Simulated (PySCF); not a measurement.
**Electric field gradients and quadrupole coupling constants**

C4H6FNO.
Cartesian coordinates in Å at the GFN2-xTB level; atoms count from 1:
```
atom  x, y, z in Å
C1    -2.1852   -0.2508    0.4031
C2    -0.7211   -0.2926    0.1461
F3    -0.3248   -1.5175   -0.2839
C4     0.1466    0.7020    0.2956
C5     1.6133    0.7377    0.0630
N6     2.2063   -0.3965   -0.3730
O7     2.2459    1.7558    0.2610
H8    -2.7247   -0.4986   -0.5112
H9    -2.4882    0.7311    0.7488
H10   -2.4457   -0.9981    1.1525
H11   -0.2385    1.6495    0.6406
H12    1.7119   -1.2516   -0.5456
H13    3.1998   -0.3698   -0.5292
```

Field gradients from the B3LYP/pcJ-1 density (PySCF, non-relativistic), principal values in atomic units, ordered |Vxx| ≤ |Vyy| ≤ |Vzz|:

```tsv
atom	Vxx	Vyy	Vzz
N6	0.4441	0.5285	-0.9726
O7	0.7967	0.8421	-1.6388
```

Q: Find the asymmetry η = (Vxx − Vyy)/Vzz and the couplings χ = eQV/h (234.96 MHz × Q in barn × V in au), with Q(14N) = 0.02044 b, Q(17O) = −0.0256 b.

A: 
```json
{"atom": "N6", "environment": "amide nitrogen", "nucleus": "14N", "η": "0.09", "χzz (MHz)": "-4.671", "χxx (MHz)": "2.133", "χyy (MHz)": "2.538"}
{"atom": "O7", "environment": "amide oxygen", "nucleus": "17O", "η": "0.03", "χzz (MHz)": "9.86", "χxx (MHz)": "-4.79", "χyy (MHz)": "-5.07"}
```

The gradient is axial or nearly so (η below 0.05) at O7. The tensor is traceless: Vxx + Vyy + Vzz = 0.

Q: What is Vzz at N6 in SI units (1 au = 9.71736 × 10²¹ V/m²)?

A: -0.9726 au = -9.451 × 10²¹ V/m².

Q: What couplings would deuterons (Q(2H) = 0.00286 b) have in place of the hydrogens, at this geometry?

A: 
```json
{"atom": "H8", "bonded to": "C1", "bond length (Å)": "1.090", "Vzz (au)": "0.2963", "η": "0.04", "χzz (kHz)": "199"}
{"atom": "H9", "bonded to": "C1", "bond length (Å)": "1.084", "Vzz (au)": "0.3055", "η": "0.05", "χzz (kHz)": "205"}
{"atom": "H10", "bonded to": "C1", "bond length (Å)": "1.090", "Vzz (au)": "0.2964", "η": "0.04", "χzz (kHz)": "199"}
{"atom": "H11", "bonded to": "C4", "bond length (Å)": "1.079", "Vzz (au)": "0.3141", "η": "0.11", "χzz (kHz)": "211"}
{"atom": "H12", "bonded to": "N6", "bond length (Å)": "1.003", "Vzz (au)": "0.4004", "η": "0.21", "χzz (kHz)": "269"}
{"atom": "H13", "bonded to": "N6", "bond length (Å)": "1.006", "Vzz (au)": "0.4011", "η": "0.19", "χzz (kHz)": "270"}
```

Isolated species at its GFN2-xTB geometry (one conformer only). GFN2-xTB bond lengths can be off by several hundredths of an ångström, more for odd bonds, and the gradients follow them. With a basis this small, the couplings can be 20 % off.
